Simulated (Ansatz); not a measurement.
`C[CH](F)[AlH2]`, relaxed with RKS PBE-D4/def2-SVP in Ansatz from a rough embedded geometry. The force threshold is 0.03 eV/Å; the program also tests the step.

Charge 0, multiplicity 1.

Start:

```xyz
10

C     0.201   -1.184    0.073
C    -0.759   -0.069    0.088
F    -1.670   -0.218   -0.959
Al    0.186    1.743   -0.009
H    -0.302   -2.195    0.138
H     0.800   -1.206   -0.942
H     0.977   -1.117    0.882
H    -1.273   -0.075    1.091
H     0.785    2.123   -1.517
H     1.054    2.198    1.157
```

```json
{"step": "1", "energy (eV)": "-11469.0984", "largest force (eV/Å)": "2.233", "largest move (Å)": "0.000"}
{"step": "2", "energy (eV)": "-11469.4770", "largest force (eV/Å)": "0.849", "largest move (Å)": "0.197"}
{"step": "3", "energy (eV)": "-11469.5187", "largest force (eV/Å)": "0.231", "largest move (Å)": "0.055"}
{"step": "4", "energy (eV)": "-11469.5283", "largest force (eV/Å)": "0.163", "largest move (Å)": "0.048"}
{"step": "5", "energy (eV)": "-11469.5305", "largest force (eV/Å)": "0.256", "largest move (Å)": "0.123"}
{"step": "6", "energy (eV)": "-11469.5376", "largest force (eV/Å)": "0.092", "largest move (Å)": "0.028"}
{"step": "7", "energy (eV)": "-11469.5381", "largest force (eV/Å)": "0.014", "largest move (Å)": "0.015"}
```

End:

```xyz
10

C     0.227   -1.300    0.064
C    -0.640   -0.047    0.109
F    -1.578   -0.094   -0.957
Al    0.354    1.684   -0.090
H    -0.400   -2.217    0.094
H     0.841   -1.350   -0.859
H     0.913   -1.332    0.937
H    -1.231   -0.059    1.057
H     0.537    2.303   -1.553
H     0.978    2.412    1.198
```

Hardware: 2 threads of an Arm Neoverse V1 on a shared host. Wall time 12 s, peak host memory 0.13 GiB.
